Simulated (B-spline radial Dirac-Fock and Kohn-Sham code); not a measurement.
# Atomic SCF run for Er³⁺

ΔSCF core binding energies without Breit or QED terms, calculated with a radial finite-basis atomic code. Keys: rel is the Hamiltonian (dirac, or spin-free x2c and nr, where L3 and M5 stand for the whole 2p and 3d shells), method is hf or an exchange,correlation pair (spin-unpolarised, also for the hole states), nuc the nuclear model, radius_factor scales its radius, rmax is the box in bohr, h the logarithmic mesh step, order the B-spline order, points the quadrature points per cell, c_factor scales the speed of light, and damp, ndamp, maxit and tol steer the iteration. The run stops when the commutator error falls below 10·tol·max(1, Z/10), or the numerical noise floor, and the energy has settled to about 1e-8 Ha; the virial ratio is −V/T.

Input (task.json):

```json
{"items": [{"Z": 68, "q": 3, "cfg": [[1, 0, 2], [2, 0, 2], [2, 1, 6], [3, 0, 2], [3, 1, 6], [3, 2, 10], [4, 0, 2], [4, 1, 6], [4, 2, 10], [4, 3, 11], [5, 0, 2], [5, 1, 6]], "A": 166, "rrms": 5.2516, "do": "settings", "holes": ["K", "L3", "M5"],
  "settings": [{"rel": "dirac", "method": "hf", "nuc": "sphere", "radius_factor": 1.0, "rmax": 45.0, "h": 0.3, "order": 8, "points": 10, "c_factor": 1.0, "maxit": 60, "damp": 0.5, "ndamp": 3, "tol": 1e-08}]}]}
```

Command: `python xray2_run.py task.json out`

Ground-state iterations:

```
iter   energy (Ha)        error
   1   -13066.10222783  2.16e+00
   2   -13070.78210587  1.21e+00
   3   -13090.34217688  2.51e-01
   4   -13090.79900695  7.76e-02
   5   -13090.86889180  2.55e-02
   6   -13090.87244476  7.17e-03
   7   -13090.87333884  5.24e-03
   8   -13090.87362550  1.14e-03
   9   -13090.87364063  6.17e-05
  10   -13090.87364067  2.77e-06
  11   -13090.87364067  2.05e-07
```

The ground state converged in 11 iterations, with total energy -13090.87364 Ha, virial ratio 1.90632 and highest orbital energy -46.67 eV. ΔSCF binding energies: K (1s) 57782.2 eV, L3 (2p3/2) 8415.0 eV, M5 (3d5/2) 1449.8 eV.
